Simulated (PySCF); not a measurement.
C2H2F3, SMILES FC[C](F)F (connectivity only; charge and spin as stated), charge +1, multiplicity 1.

Geometry: ωB97X-D3(BJ)/def2-SVP. The spin state was assumed, not searched. The isomer is the one that the SMILES or the coordinates give; other isomers of the formula were not compared. Other conformers were not sampled.

Two levels are set side by side: TDDFT-PBE/def2-SVPD (PySCF) and TDDFT-ωB97X/def2-SVPD (PySCF). Vertical, same geometry. The lowest singlet is HOMO→LUMO 98 % with PBE and HOMO→LUMO 99 % with the other functional; states are paired by order. Differences are taken from unrounded values.

```tsv
quantity	TDDFT-ωB97X	TDDFT-PBE	TDDFT-PBE minus TDDFT-ωB97X
lowest singlet excitation (eV)	6.37	4.46	-1.91
lowest triplet excitation (TDA) (eV)	5.61	3.77	-1.84
first bright state (f over 0.05) (eV)	6.37	8.62	2.25
its oscillator strength	0.07	0.13	0.05
```

Functionals without exact exchange tend to place singlet excitations lower, as here. Differences between two approximate levels are no errors against the true value.

Rough cost on one machine, each run with all the roots and properties that it gave: TDDFT-ωB97X against TDDFT-PBE about 5 times.
